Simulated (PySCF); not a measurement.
**One molecule, many functionals**

C₄H₇B.
InChI=1S/C4H7B/c1-2-3-4-5/h4-5H2,1H3

Linear-response calculations in the def2-SVPD basis (PySCF; singlets by full response, triplets Tamm–Dancoff, core orbitals frozen in the response; HF means time-dependent Hartree–Fock). 'Strongest' is the level of largest summed f among the singlets computed (10 roots, of which the last may lack a degenerate partner); it can jump between rows when another state enters that window. S1 is the lowest singlet of each run and needn't be the same state throughout; f(S1) is that of one state. One conformer (not necessarily the lowest) at the PBE0-D3(BJ)/def2-SVP geometry, without solvent, vibrations or thermal averaging.

```tsv
functional	kind	S1 (eV)	f(S1)	strongest (eV)	T1 (eV)	HOMO (eV)	gap (eV)	ionisation energy, ΔSCF (eV)
LDA	LDA	3.25	0.000	5.97	3.14	-5.98	3.20	9.22
PBE	GGA	3.37	0.000	5.87	3.23	-5.84	3.33	9.03
B3LYP	global hybrid, 20% exact exchange	4.16	0.000	6.93	4.00	-6.80	5.12	9.20
PBE0	global hybrid, 25% exact exchange	4.37	0.000	7.21	4.16	-7.02	5.58	9.18
BHandHLYP	global hybrid, 50% exact exchange	5.19	0.000	7.63	4.92	-8.08	7.73	9.13
CAM-B3LYP	range-separated hybrid	4.94	0.000	7.52	4.68	-8.36	8.06	9.29
wB97X-D	range-separated hybrid	5.10	0.000	7.87	4.87	-8.87	9.42	9.23
LC-wPBE	range-separated hybrid	5.60	0.001	8.46	5.12	-9.75	10.72	9.39
HF	Hartree–Fock	6.17	0.000	8.61	4.80	-9.71	11.87	not settled
```

S1 runs from 3.25 eV (LDA) to 6.17 eV (HF), a spread of 2.92 eV, while the orbital gap spreads over 8.7 eV. Along PBE (0%), B3LYP (20%), PBE0 (25%), BHandHLYP (50%), HF (100%) S1 rises with the share of exact exchange. −ε(HOMO) comes closest to its own ΔSCF ionisation energy with LC-wPBE (+0.36 eV) and misses most with LDA (-3.24 eV). 'Not settled' means that the ion's SCF failed to converge or may have ended in another state than the lowest.
